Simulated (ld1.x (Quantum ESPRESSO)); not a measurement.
## An all-electron radial function and its pseudo partner (lithium (Li))

Columns: radius, all-electron u(r) and pseudo u(r) of the 1s shell (level -51.10 eV) of lithium in the configuration 1s2 2s1 2p0; LDA (PZ), non-relativistic, TM scheme, ld1.x (Quantum ESPRESSO) 7.5.

```
r (bohr)  all-electron  pseudo
   0.210        1.0383  1.0399
   0.420        1.1597  1.1732
   0.630        0.9999  0.9999
   0.840        0.7825  0.7825
   1.050        0.5829  0.5829
   1.260        0.4218  0.4218
   1.470        0.2997  0.2997
   1.680        0.2104  0.2104
   1.890        0.1466  0.1466
   2.100        0.1015  0.1015
   2.310        0.0700  0.0700
   2.520        0.0480  0.0480
   2.730        0.0329  0.0329
   2.940        0.0225  0.0225
   3.150        0.0153  0.0153
   3.360        0.0104  0.0104
   3.570        0.0071  0.0071
   3.780        0.0048  0.0048
   3.990        0.0032  0.0032
   4.200        0.0022  0.0022
   4.410        0.0015  0.0015
   4.620        0.0010  0.0010
   4.830        0.0007  0.0007
   5.040        0.0005  0.0005
   5.250        0.0003  0.0003
   5.460        0.0002  0.0002
```

(1) How many radial nodes do the two functions have?

(2) At about which radius was the pseudo-wave matched?

(3) Is the pseudo-wave norm-conserving?

## Answers

(1) The all-electron 1s function has n − l − 1 = 0; the pseudo-wave has 0.

(2) 0.60 bohr, where the columns begin to agree (steps of 0.21 bohr).

(3) Yes: the TM scheme keeps the norm inside the radius equal to the all-electron one, which fixes the energy derivative of the logarithmic derivative at the level.
